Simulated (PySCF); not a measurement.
Si(SMe)Me3, C4H12SSi.
Bonds: Si1–S2, Si1–C7, Si1–C11, Si1–C15, S2–C3. Hydrogens: H4, H5, H6 on C3; H8, H9, H10 on C7; H12, H13, H14 on C11; H16, H17, H18 on C15.

Method: PBE0-D3(BJ)/def2-SVP geometry optimisation, gas phase in PySCF 2.14.0.

(1) List the bond lengths, angles and torsions at this level.

## Answers

(1) 
```json
{"bond": "Si1–S2", "length (Å)": "2.159"}
{"bond": "Si1–C7, Si1–C11, Si1–C15", "length (Å)": "1.878"}
{"bond": "S2–C3", "length (Å)": "1.820"}
{"bond": "C3–H4, C3–H5, C3–H6", "length (Å)": "1.099"}
{"bond": "C7–H8 and 8 like bonds", "length (Å)": "1.101"}
```

Bonds in one row agree within 0.01 Å and their mean is given. A selection of angles:
```json
{"angle": "S2–Si1–C7", "degrees": "110.4"}
{"angle": "S2–Si1–C15", "degrees": "104.6"}
{"angle": "C7–Si1–C11", "degrees": "109.7"}
{"angle": "C7–Si1–C15", "degrees": "110.7"}
{"angle": "Si1–S2–C3", "degrees": "101.1"}
{"angle": "S2–C3–H4", "degrees": "111.7"}
{"angle": "S2–C3–H5", "degrees": "107.0"}
{"angle": "H4–C3–H5", "degrees": "108.4"}
{"angle": "H4–C3–H6", "degrees": "109.6"}
{"angle": "Si1–C7–H8", "degrees": "110.6"}
{"angle": "Si1–C7–H10", "degrees": "110.4"}
{"angle": "H8–C7–H9", "degrees": "108.0"}
```

Dihedral angles: C7–Si1–S2–C3 60° (synclinal).

Si1 (silicon bonded to 3 C and S) is distorted tetrahedral (angles from 104.6° to 111.0°).

Point group: Cs (tolerance 0.08 Å). Not checked by PBE0-D3(BJ)/def2-SVP frequencies.
